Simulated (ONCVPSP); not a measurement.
# Before and after: ONCV potential for Os

```
Element                 : osmium
Generator               : ONCVPSP 4.0.1
Type                    : optimised norm-conserving Vanderbilt (ONCV)
Functional              : LDA (Perdew-Zunger)
Relativity              : fully relativistic
Frozen core             : [Kr] 4d10
Valence charge          : 30
Reference configuration : 4f14 5s2 5p6 5d6 6s1.5 (charge +0.5)
Partial waves           : 5s+6s: rc 1.85 bohr, ncon 5, nbas 8, qcut 8 1/bohr, 2 projectors; 5p: rc 1.65 bohr, ncon 4, nbas 7, qcut 7.9 1/bohr, 2 projectors, debl 1.4 Ha; 5d: rc 2.20 bohr, ncon 4, nbas 8, qcut 6.9 1/bohr, 3 projectors, debl 1.2 Ha; 4f: rc 1.05 bohr, ncon 4, nbas 8, qcut 19.2 1/bohr, 2 projectors, debl 4 Ha
Local potential         : polynomial inside 1.05 bohr (lpopt 4, dvloc0 3 Ha)
Core correction         : none
```

Open shells are filled in proportion to 2j + 1.

In the p channel the program set the typed energies aside and used -1.895, 0.250 Ha (j = l + 1/2; the other j can differ).

All-electron outer shells of the reference configuration (LDA (Perdew-Zunger), scalar-relativistic, ld1.x):

```json
{"shell": "4d", "level (eV)": "-276.64", "outermost node (bohr)": "0.21", "outermost maximum (bohr)": "0.44"}
{"shell": "5s", "level (eV)": "-95.75", "outermost node (bohr)": "0.51", "outermost maximum (bohr)": "0.91"}
{"shell": "4f", "level (eV)": "-56.21", "outermost node (bohr)": "–", "outermost maximum (bohr)": "0.40"}
{"shell": "5p", "level (eV)": "-54.98", "outermost node (bohr)": "0.55", "outermost maximum (bohr)": "1.03"}
{"shell": "5d", "level (eV)": "-10.30", "outermost node (bohr)": "0.60", "outermost maximum (bohr)": "1.36"}
{"shell": "6s", "level (eV)": "-9.84", "outermost node (bohr)": "1.20", "outermost maximum (bohr)": "2.42"}
```

Change: s: rc 2.34.

Cutoffs: the cutoffs (Ha) at which the residual kinetic energy of the hardest occupied pseudo-wave falls to 1 and 0.1 mHa per electron; they do not see the model core or the augmentation charge, which bear on the density cutoff. Errors are all-electron minus pseudo energies relative to the spin-unpolarised reference configuration.

Q: How do hardness, ghosts and transferability respond?

A: The potential gets neither clearly harder nor softer (144 Ha and 158 Ha → 144 Ha and 158 Ha); the f channel sets the loose cutoff, while the largest relative change is in s, which becomes softer; of the 4 tests that both files solve, the error grows in 2 and shrinks in 0 by more than 15 % and 0.3 meV (median size 0.1 → 0.7 meV); neither file shows a bound ghost.

| quantity | base | changed |
| --- | --- | --- |
| cutoff, loose | 144 Ha | 144 Ha |
| cutoff, tight | 158 Ha | 158 Ha |
| loose cutoff by channel | s 23 Ha, p 21 Ha, d 16 Ha, f 144 Ha | s 15 Ha, p 21 Ha, d 16 Ha, f 144 Ha |
| bound ghosts | none | none |
| GHOST(+) flags under 300 eV | s at 238.1 eV | none |
| error for 4f14 5s2 5p6 5d6 6s2, meV [ΔE -4.05 eV] | -0.1 | -0.3 |
| error for 4f14 5s2 5p6 5d6 6s1, meV [ΔE 5.82 eV] | -0.2 | -0.4 |
| error for 4f14 5s2 5p6 5d6 6s0, meV [ΔE 23.11 eV] | -2.4 | -5.7 |
| error for 4f14 5s2 5p6 5d5 6s2 6p1, meV [ΔE 2.05 eV] | 0.0 | -0.9 |
| p3/2: phases at 1.68 bohr within 0.05 rad from the reference energy up to (Ha; the scan ends near 5) | to the end of the scan | to the end of the scan |
| p1/2: phases at 1.68 bohr within 0.05 rad from the reference energy up to (Ha; the scan ends near 5) | to the end of the scan | to the end of the scan |
| d5/2: phases at 2.23 bohr within 0.05 rad from the reference energy up to (Ha; the scan ends near 5) | to the end of the scan | to the end of the scan |
| d3/2: phases at 2.23 bohr within 0.05 rad from the reference energy up to (Ha; the scan ends near 5) | to the end of the scan | to the end of the scan |
| f7/2: phases at 1.06 bohr within 0.05 rad from the reference energy up to (Ha; the scan ends near 5) | to the end of the scan | to the end of the scan |
| f5/2: phases at 1.06 bohr within 0.05 rad from the reference energy up to (Ha; the scan ends near 5) | to the end of the scan | to the end of the scan |
